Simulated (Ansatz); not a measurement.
A nudged elastic band was laid between two geometries of BF2 + FH (5 atoms, charge 0, multiplicity 2).

The calculation used Ansatz, UKS PBE0/6-31G*.

```json
{
  "movable images": "5",
  "climbing image": "yes",
  "spring": "5.0 eV/Å²",
  "optimiser": "quadratic models (default)",
  "start path": "through a guess of the saddle point",
  "force threshold": "0.05 eV/Å",
  "iteration limit": "60",
  "end points": "relaxed"
}
```

Image 0:

```xyz
5
Properties=species:S:1:pos:R:3
B 0.000 -0.298 -0.226
H 0.000 -0.540 2.225
F 1.144 0.240 -0.591
F -1.144 0.240 -0.591
F 0.000 0.358 1.963
```

Image 6:

```xyz
5
Properties=species:S:1:pos:R:3
B 0.001 0.438 -0.146
H -0.005 0.217 2.282
F 1.145 -0.015 -0.613
F -1.144 -0.019 -0.609
F 0.003 -0.621 1.867
```

(1) Which bonds break or form, and what moves?

(2) Give the energies along the band, and the barrier.

(3) What is the geometry of the highest image?

The band took 19 iterations and about 2.9 core-minutes.

Results:

(1) No bond is made or broken.  The two ends are copies of one structure, up to a mirror image or an exchange of like atoms.

(2) It converged. The highest image is number 3 of 0 to 6, 0.064 eV above the ends, which have the same energy within 2 meV. A vibrational analysis at the climbing image gives 2 clearly imaginary modes (149i, 63i cm⁻¹): a point of higher order. A lower path may pass nearby, or the ends, which weren't checked, may share the extra mode.

| image | path coordinate (Å) | energy (eV) |
| --- | --- | --- |
| 0 | 0.00 | 0.000 |
| 1 | 0.47 | 0.022 |
| 2 | 0.94 | 0.046 |
| 3 | 1.41 | 0.064 |
| 4 | 1.87 | 0.046 |
| 5 | 2.34 | 0.022 |
| 6 | 2.81 | 0.000 |

(3) 
```xyz
5
Properties=species:S:1:pos:R:3
B -0.003 0.016 -0.216
H -0.007 -0.029 1.865
F 1.146 0.028 -0.832
F -1.145 0.028 -0.844
F 0.010 -0.044 2.808
```

The run took 2.9 min on 1 thread of Arm Neoverse V2, with other jobs on the host, peak memory 0.14 GiB.
